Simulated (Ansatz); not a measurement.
# Molecular dynamics of AlH7OSn

The input (input.yaml):

```yaml
crystal:
  periodic: [false, false, false]
  atoms:
    - { symbol: Sn, position_ang: [-0.012804, 0.026781, -0.232533] }
    - { symbol: H, position_ang: [-0.141548, -0.904755, 1.682708] }
    - { symbol: H, position_ang: [0.705017, 1.362707, 0.540998] }
    - { symbol: H, position_ang: [-0.801648, 0.63179, -1.646564] }
    - { symbol: H, position_ang: [1.006345, -1.242543, -0.728816] }
    - { symbol: O, position_ang: [-1.927453, -0.57508, 0.5322] }
    - { symbol: Al, position_ang: [-3.636587, -0.688386, 0.339453] }
    - { symbol: H, position_ang: [-4.22017, -1.837474, -0.561129] }
    - { symbol: H, position_ang: [-4.546644, 0.356977, 1.082006] }
    - { symbol: H, position_ang: [-1.158109, -0.868221, 1.358879] }
basis:
  gaussian: { orbitals: def2-SVP }
hamiltonian:
  xc: hf
md:
  timestep: 0.5
  n_steps: 200
  ensemble: nve
  temperature: 100.0
  initial_velocities: maxwell_boltzmann
  seed: 11971
```

Run as:

```bash
$ ansatz run input.yaml --threads 1 --pin off --max-ram 2048MiB --backend cpu --events-out ev --progress --plain --runs-dir out
```

It starts at the highest image of a converged band. Of that band: Neighbouring images differ by up to 2.0 eV, so the band resolves the path poorly. A vibrational analysis at the climbing image gives 2 clearly imaginary modes (1799i, 113i cm⁻¹): a point of higher order, so a lower path passes nearby.

Output, in part (one step line in 3, the closing report, with atoms numbered from 0):

```
md step     0: t =     0.00 fs  T =   100.0 K  F+E_penalty+E_count = -14530.43638156 eV  E_kin = 0.103408 eV  conserved = -14530.33297356 eV  (26 SCF iters)
md step     3: t =     1.50 fs  T =    89.7 K  F+E_penalty+E_count = -14530.42563104 eV  E_kin = 0.092736 eV  conserved = -14530.33289495 eV  (23 SCF iters)
md step     6: t =     3.00 fs  T =    67.9 K  F+E_penalty+E_count = -14530.40297877 eV  E_kin = 0.070244 eV  conserved = -14530.33273450 eV  (23 SCF iters)
md step     9: t =     4.50 fs  T =    55.2 K  F+E_penalty+E_count = -14530.38968196 eV  E_kin = 0.057045 eV  conserved = -14530.33263714 eV  (23 SCF iters)
md step    12: t =     6.00 fs  T =    64.5 K  F+E_penalty+E_count = -14530.39935104 eV  E_kin = 0.066701 eV  conserved = -14530.33264989 eV  (23 SCF iters)
md step    15: t =     7.50 fs  T =    95.7 K  F+E_penalty+E_count = -14530.43163906 eV  E_kin = 0.098923 eV  conserved = -14530.33271592 eV  (23 SCF iters)
md step    18: t =     9.00 fs  T =   141.3 K  F+E_penalty+E_count = -14530.47893694 eV  E_kin = 0.146083 eV  conserved = -14530.33285414 eV  (23 SCF iters)
md step    21: t =    10.50 fs  T =   188.8 K  F+E_penalty+E_count = -14530.52815892 eV  E_kin = 0.195228 eV  conserved = -14530.33293116 eV  (23 SCF iters)
md step    24: t =    12.00 fs  T =   241.8 K  F+E_penalty+E_count = -14530.58266865 eV  E_kin = 0.250062 eV  conserved = -14530.33260681 eV  (23 SCF iters)
md step    27: t =    13.50 fs  T =   331.4 K  F+E_penalty+E_count = -14530.67566721 eV  E_kin = 0.342694 eV  conserved = -14530.33297314 eV  (23 SCF iters)
md step    30: t =    15.00 fs  T =   421.4 K  F+E_penalty+E_count = -14530.76897495 eV  E_kin = 0.435788 eV  conserved = -14530.33318721 eV  (23 SCF iters)
md step    33: t =    16.50 fs  T =   489.6 K  F+E_penalty+E_count = -14530.83914503 eV  E_kin = 0.506237 eV  conserved = -14530.33290850 eV  (23 SCF iters)
md step    36: t =    18.00 fs  T =   560.8 K  F+E_penalty+E_count = -14530.91325020 eV  E_kin = 0.579915 eV  conserved = -14530.33333548 eV  (23 SCF iters)
md step    39: t =    19.50 fs  T =   599.0 K  F+E_penalty+E_count = -14530.95262024 eV  E_kin = 0.619420 eV  conserved = -14530.33320041 eV  (23 SCF iters)
md step    42: t =    21.00 fs  T =   632.3 K  F+E_penalty+E_count = -14530.98634459 eV  E_kin = 0.653811 eV  conserved = -14530.33253314 eV  (22 SCF iters)
md step    45: t =    22.50 fs  T =   721.1 K  F+E_penalty+E_count = -14531.07896144 eV  E_kin = 0.745636 eV  conserved = -14530.33332538 eV  (23 SCF iters)
md step    48: t =    24.00 fs  T =   795.4 K  F+E_penalty+E_count = -14531.15568654 eV  E_kin = 0.822490 eV  conserved = -14530.33319700 eV  (22 SCF iters)
md step    51: t =    25.50 fs  T =   852.7 K  F+E_penalty+E_count = -14531.21504016 eV  E_kin = 0.881761 eV  conserved = -14530.33327886 eV  (22 SCF iters)
md step    54: t =    27.00 fs  T =   881.1 K  F+E_penalty+E_count = -14531.24475947 eV  E_kin = 0.911132 eV  conserved = -14530.33362743 eV  (23 SCF iters)
md step    57: t =    28.50 fs  T =   858.2 K  F+E_penalty+E_count = -14531.22025406 eV  E_kin = 0.887497 eV  conserved = -14530.33275696 eV  (23 SCF iters)
md step    60: t =    30.00 fs  T =   866.2 K  F+E_penalty+E_count = -14531.22886297 eV  E_kin = 0.895766 eV  conserved = -14530.33309726 eV  (23 SCF iters)
md step    63: t =    31.50 fs  T =   883.9 K  F+E_penalty+E_count = -14531.24724173 eV  E_kin = 0.914043 eV  conserved = -14530.33319863 eV  (23 SCF iters)
md step    66: t =    33.00 fs  T =   896.2 K  F+E_penalty+E_count = -14531.25957552 eV  E_kin = 0.926738 eV  conserved = -14530.33283749 eV  (23 SCF iters)
md step    69: t =    34.50 fs  T =   932.6 K  F+E_penalty+E_count = -14531.29783612 eV  E_kin = 0.964405 eV  conserved = -14530.33343158 eV  (23 SCF iters)
md step    72: t =    36.00 fs  T =   939.7 K  F+E_penalty+E_count = -14531.30475199 eV  E_kin = 0.971683 eV  conserved = -14530.33306900 eV  (22 SCF iters)
md step    75: t =    37.50 fs  T =   959.3 K  F+E_penalty+E_count = -14531.32463300 eV  E_kin = 0.992039 eV  conserved = -14530.33259447 eV  (23 SCF iters)
md step    78: t =    39.00 fs  T =  1040.9 K  F+E_penalty+E_count = -14531.40950831 eV  E_kin = 1.076409 eV  conserved = -14530.33309887 eV  (23 SCF iters)
md step    81: t =    40.50 fs  T =  1143.8 K  F+E_penalty+E_count = -14531.51569024 eV  E_kin = 1.182823 eV  conserved = -14530.33286743 eV  (23 SCF iters)
md step    84: t =    42.00 fs  T =  1276.2 K  F+E_penalty+E_count = -14531.65312855 eV  E_kin = 1.319689 eV  conserved = -14530.33343989 eV  (23 SCF iters)
md step    87: t =    43.50 fs  T =  1372.1 K  F+E_penalty+E_count = -14531.75245027 eV  E_kin = 1.418824 eV  conserved = -14530.33362580 eV  (23 SCF iters)
md step    90: t =    45.00 fs  T =  1415.4 K  F+E_penalty+E_count = -14531.79631127 eV  E_kin = 1.463606 eV  conserved = -14530.33270481 eV  (22 SCF iters)
md step    93: t =    46.50 fs  T =  1485.3 K  F+E_penalty+E_count = -14531.86924546 eV  E_kin = 1.535962 eV  conserved = -14530.33328331 eV  (23 SCF iters)
md step    96: t =    48.00 fs  T =  1545.5 K  F+E_penalty+E_count = -14531.93113182 eV  E_kin = 1.598126 eV  conserved = -14530.33300538 eV  (23 SCF iters)
md step    99: t =    49.50 fs  T =  1614.4 K  F+E_penalty+E_count = -14532.00251724 eV  E_kin = 1.669427 eV  conserved = -14530.33309059 eV  (23 SCF iters)
md step   102: t =    51.00 fs  T =  1676.4 K  F+E_penalty+E_count = -14532.06732823 eV  E_kin = 1.733509 eV  conserved = -14530.33381893 eV  (23 SCF iters)
md step   105: t =    52.50 fs  T =  1664.1 K  F+E_penalty+E_count = -14532.05381296 eV  E_kin = 1.720822 eV  conserved = -14530.33299122 eV  (23 SCF iters)
md step   108: t =    54.00 fs  T =  1654.3 K  F+E_penalty+E_count = -14532.04366924 eV  E_kin = 1.710696 eV  conserved = -14530.33297335 eV  (23 SCF iters)
md step   111: t =    55.50 fs  T =  1667.2 K  F+E_penalty+E_count = -14532.05703733 eV  E_kin = 1.724063 eV  conserved = -14530.33297388 eV  (25 SCF iters)
md step   114: t =    57.00 fs  T =  1702.6 K  F+E_penalty+E_count = -14532.09338851 eV  E_kin = 1.760590 eV  conserved = -14530.33279849 eV  (23 SCF iters)
md step   117: t =    58.50 fs  T =  1766.9 K  F+E_penalty+E_count = -14532.16076916 eV  E_kin = 1.827156 eV  conserved = -14530.33361334 eV  (23 SCF iters)
md step   120: t =    60.00 fs  T =  1777.8 K  F+E_penalty+E_count = -14532.17163792 eV  E_kin = 1.838393 eV  conserved = -14530.33324516 eV  (23 SCF iters)
md step   123: t =    61.50 fs  T =  1771.9 K  F+E_penalty+E_count = -14532.16505204 eV  E_kin = 1.832236 eV  conserved = -14530.33281650 eV  (23 SCF iters)
md step   126: t =    63.00 fs  T =  1792.2 K  F+E_penalty+E_count = -14532.18654139 eV  E_kin = 1.853278 eV  conserved = -14530.33326295 eV  (32 SCF iters)
md step   129: t =    64.50 fs  T =  1807.0 K  F+E_penalty+E_count = -14532.20126312 eV  E_kin = 1.868565 eV  conserved = -14530.33269815 eV  (31 SCF iters)
md step   132: t =    66.00 fs  T =  1860.7 K  F+E_penalty+E_count = -14532.25739048 eV  E_kin = 1.924107 eV  conserved = -14530.33328366 eV  (25 SCF iters)
md step   135: t =    67.50 fs  T =  1891.5 K  F+E_penalty+E_count = -14532.28960562 eV  E_kin = 1.956002 eV  conserved = -14530.33360378 eV  (23 SCF iters)
md step   138: t =    69.00 fs  T =  1870.9 K  F+E_penalty+E_count = -14532.26756440 eV  E_kin = 1.934617 eV  conserved = -14530.33294741 eV  (21 SCF iters)
md step   141: t =    70.50 fs  T =  1850.2 K  F+E_penalty+E_count = -14532.24666635 eV  E_kin = 1.913219 eV  conserved = -14530.33344724 eV  (23 SCF iters)
md step   144: t =    72.00 fs  T =  1804.7 K  F+E_penalty+E_count = -14532.19884488 eV  E_kin = 1.866207 eV  conserved = -14530.33263791 eV  (23 SCF iters)
md step   147: t =    73.50 fs  T =  1806.1 K  F+E_penalty+E_count = -14532.20061018 eV  E_kin = 1.867611 eV  conserved = -14530.33299968 eV  (23 SCF iters)
md step   150: t =    75.00 fs  T =  1816.3 K  F+E_penalty+E_count = -14532.21182949 eV  E_kin = 1.878170 eV  conserved = -14530.33365904 eV  (23 SCF iters)
md step   153: t =    76.50 fs  T =  1776.1 K  F+E_penalty+E_count = -14532.16936756 eV  E_kin = 1.836591 eV  conserved = -14530.33277640 eV  (23 SCF iters)
md step   156: t =    78.00 fs  T =  1753.2 K  F+E_penalty+E_count = -14532.14626552 eV  E_kin = 1.812924 eV  conserved = -14530.33334120 eV  (23 SCF iters)
md step   159: t =    79.50 fs  T =  1718.3 K  F+E_penalty+E_count = -14532.10956769 eV  E_kin = 1.776837 eV  conserved = -14530.33273117 eV  (23 SCF iters)
md step   162: t =    81.00 fs  T =  1724.4 K  F+E_penalty+E_count = -14532.11590999 eV  E_kin = 1.783117 eV  conserved = -14530.33279258 eV  (23 SCF iters)
md step   165: t =    82.50 fs  T =  1762.4 K  F+E_penalty+E_count = -14532.15606149 eV  E_kin = 1.822461 eV  conserved = -14530.33360008 eV  (23 SCF iters)
md step   168: t =    84.00 fs  T =  1759.3 K  F+E_penalty+E_count = -14532.15218385 eV  E_kin = 1.819308 eV  conserved = -14530.33287540 eV  (34 SCF iters)
md step   171: t =    85.50 fs  T =  1764.9 K  F+E_penalty+E_count = -14532.15851716 eV  E_kin = 1.825065 eV  conserved = -14530.33345186 eV  (34 SCF iters)
md step   174: t =    87.00 fs  T =  1745.5 K  F+E_penalty+E_count = -14532.13787690 eV  E_kin = 1.805012 eV  conserved = -14530.33286495 eV  (36 SCF iters)
md step   177: t =    88.50 fs  T =  1753.6 K  F+E_penalty+E_count = -14532.14603205 eV  E_kin = 1.813357 eV  conserved = -14530.33267540 eV  (35 SCF iters)
md step   180: t =    90.00 fs  T =  1803.7 K  F+E_penalty+E_count = -14532.19880841 eV  E_kin = 1.865122 eV  conserved = -14530.33368633 eV  (35 SCF iters)
md step   183: t =    91.50 fs  T =  1802.4 K  F+E_penalty+E_count = -14532.19677688 eV  E_kin = 1.863797 eV  conserved = -14530.33297996 eV  (35 SCF iters)
md step   186: t =    93.00 fs  T =  1798.1 K  F+E_penalty+E_count = -14532.19268590 eV  E_kin = 1.859334 eV  conserved = -14530.33335217 eV  (35 SCF iters)
md step   189: t =    94.50 fs  T =  1774.8 K  F+E_penalty+E_count = -14532.16824794 eV  E_kin = 1.835298 eV  conserved = -14530.33294976 eV  (35 SCF iters)
md step   192: t =    96.00 fs  T =  1771.9 K  F+E_penalty+E_count = -14532.16487799 eV  E_kin = 1.832319 eV  conserved = -14530.33255929 eV  (25 SCF iters)
md step   195: t =    97.50 fs  T =  1824.3 K  F+E_penalty+E_count = -14532.21996468 eV  E_kin = 1.886460 eV  conserved = -14530.33350430 eV  (23 SCF iters)
md step   198: t =    99.00 fs  T =  1845.2 K  F+E_penalty+E_count = -14532.24108371 eV  E_kin = 1.908129 eV  conserved = -14530.33295433 eV  (23 SCF iters)
md step   200: t =   100.00 fs  T =  1858.1 K  F+E_penalty+E_count = -14532.25453804 eV  E_kin = 1.921415 eV  conserved = -14530.33312314 eV  (24 SCF iters)
Total energy: -14532.25453804 eV, -534.0505039571 hartree
Atom 0 at     0.372395     0.127141    -0.422828 Å, force     0.537661    -1.434729     0.347199 eV/Å
Atom 1 at     0.270361    -1.161329     0.747405 Å, force    -0.477890     0.207965    -0.268393 eV/Å
Atom 2 at    -0.038371     1.528420     0.407905 Å, force    -0.094816     0.468586    -0.089103 eV/Å
Atom 3 at    -0.485147    -0.211830    -1.868779 Å, force     0.035759     0.210976     0.247509 eV/Å
Atom 4 at     2.050196    -0.094943    -0.700299 Å, force     0.066169     0.540493    -0.270758 eV/Å
Atom 5 at    -3.718950    -1.222513     1.893091 Å, force    -0.026709     0.261846    -0.672426 eV/Å
Atom 6 at    -4.213148    -0.744191     0.409180 Å, force    -0.457701     0.060468    -1.090902 eV/Å
Atom 7 at    -3.184592    -0.708065    -0.815355 Å, force    -0.173775     0.071354     0.361663 eV/Å
Atom 8 at    -5.752378    -0.417876     0.159571 Å, force     0.253045     0.027073     0.068200 eV/Å
Atom 9 at    -3.513118    -1.485273     2.741766 Å, force     0.338258    -0.414031     1.367012 eV/Å
Dipole moment:    -0.044251     0.075428     0.200793 e Å
```

The run went to its last step. The conserved energy stayed within 0.085 meV per atom of its start (net change -0.015 meV per atom), so the integration is sound. The kinetic energy rose, since the run started high on the potential surface and went downhill. It ends in pieces (AlH3O + H4Sn), so much of that is their flight and rotation, not heat. A run of 0.1 ps of so small a system gives no equilibrium averages. The orbitals stay closed-shell, which can raise the energy where a bond breaks towards radicals; this wasn't checked here.

Between its relaxed ends the band would form Sn1–O6, H2–H10 and break Sn1–H2, O6–H10. These pairs go: Sn1–O6 2.15 → 4.89 Å, H2–H10 1.07 → 4.29 Å, Sn1–H2 2.13 → 1.74 Å, O6–H10 1.17 → 0.91 Å. In the last frame they stand as before the step (other bonds may differ from the relaxed reactants and products). It ends as AlH3O + H4Sn. Pairs count as bonded within 1.25 times the sum of covalent radii (0.12 Å more for H–H).

Last frame:

```xyz
10
Properties=species:S:1:pos:R:3
Sn 0.372 0.127 -0.423
H 0.270 -1.161 0.747
H -0.038 1.528 0.408
H -0.485 -0.212 -1.869
H 2.050 -0.095 -0.700
O -3.719 -1.222 1.893
Al -4.213 -0.744 0.409
H -3.185 -0.708 -0.815
H -5.752 -0.418 0.160
H -3.513 -1.485 2.742
```

The run took 8 min on 1 thread of Arm Neoverse V1, on a shared host, peak memory 0.18 GiB.
